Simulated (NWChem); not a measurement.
System: C3H3F3; SMILES CC(=C(F)F)F

```xyz
9

C     -1.1689    -1.5251     0.0000
C      0.0260    -0.6386     0.0000
F      1.2247    -1.2695     0.0000
C      0.0277     0.6910     0.0000
F     -1.0828     1.4239     0.0000
F      1.1185     1.4428     0.0000
H     -2.0878    -0.9345     0.0000
H     -1.1681    -2.1732    -0.8851
H     -1.1681    -2.1732     0.8851
```
Atoms are numbered in this order, from 1.

Program: NWChem. Pople sets run with spherical d functions. Structure relaxed at the B3LYP/6-31G* (spherical d) level. Level: B3LYP/6-31G* with SMD (1 M gas to 1 M solution), gas-phase geometry.

Task: What does the run give for solvent water? Quantities: solvation free energy (kcal/mol); cavity-dispersion-structure term (kcal/mol); dipole in solution (D).

Result: 
```
Property                                     Value
-------------------------------------------  -----
solvation free energy (kcal/mol)               2.4
cavity-dispersion-structure term (kcal/mol)    4.8
dipole in solution (D)                        2.14
```
